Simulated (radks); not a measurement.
Polarisabilities and homonuclear dispersion coefficients (atomic units). Level of theory: non-relativistic Kohn-Sham, exchange-only LDA, spin-polarised, spherical densities, point nucleus; open shells are filled with parallel spins first (spin-orbit coupling, left out, can overturn this in heavy ions) (a radial shooting solver on a logarithmic mesh with Libxc functionals). Response by self-consistent Sternheimer equations with the Hartree and adiabatic exchange-only LDA kernel. For heavy and open-shell atoms this level of theory can miss by tens of per cent. "Uncoupled" leaves out the induced potential. Quadrupole and octupole values are given only where no p, d or f shell is open. The Sternheimer factor gamma scales a distant field gradient at the nucleus by 1 - gamma.

species      configuration  alpha1 (bohr^3)  alpha1, uncoupled  alpha2 (bohr^5)  alpha3 (bohr^7)     C6      C8  Sternheimer gamma  recommended alpha1
F+            [He] 2s2 2p4            1.959              2.419                -                -  3.706       -                  -                   -
Se+      [Ar] 3d10 4s2 4p3            15.00              23.33                -                -  94.20       -                  -                   -
Nb3+              [Kr] 4d2            6.138              8.735                -                -  26.83       -                  -                   -
Ne                    [Ne]            3.260              3.749            10.97            80.07  7.991   130.3              -11.0    2.6611 +/- 3e-05
Nb            [Kr] 4d4 5s1            100.1              180.3                -                -   1146       -                  -            98 +/- 8
Ca                [Ar] 4s2            162.9              318.2             3924           109400   2262  281600               3.63         160.8 +/- 4
S             [Ne] 3s2 3p4            23.24              34.91                -                -  163.1       -                  -        19.4 +/- 0.1
As+      [Ar] 3d10 4s2 4p2            17.57              27.47                -                -  108.6       -                  -                   -

Recommended values: Schwerdtfeger and Nagle, table of static dipole polarisabilities (2023 update), measured or computed.

Beside tabulated values, note that relativity, absent from the non-relativistic runs, is large for the heavy elements.
